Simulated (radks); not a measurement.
Results of a calculation; reference values are marked as such.
Coulomb parameter of the 3d shell of the vanadium ion V+ in the model configuration [Ar] 3d3 4s1, as a second difference U = [E(n + 1) + E(n - 1) - 2 E(n)] / (1)^2 with all orbitals relaxed. "Bare": the charge of the atom changes with n. "Screened": the 4s shell takes up the change at fixed total charge, which measures U(3d,3d) + U(4s,4s) - 2 U(3d,4s). Code: a radial shooting solver on a logarithmic mesh with Libxc functionals. Model: scalar-relativistic Kohn-Sham, PBE, spin-unpolarised, spherical densities, point nucleus.

case         configuration  E - E(n) (eV)
start         [Ar] 3d3 4s1          0.000
bare +1       [Ar] 3d4 4s1         -7.149
bare -1       [Ar] 3d2 4s1         19.392
screened +1       [Ar] 3d4         -0.538
screened -1   [Ar] 3d2 4s2          3.240

U(bare) = 12.243 eV, U(screened by 4s) = 2.702 eV, against the Slater integral F0(3d,3d) = 18.402 eV with frozen orbitals.
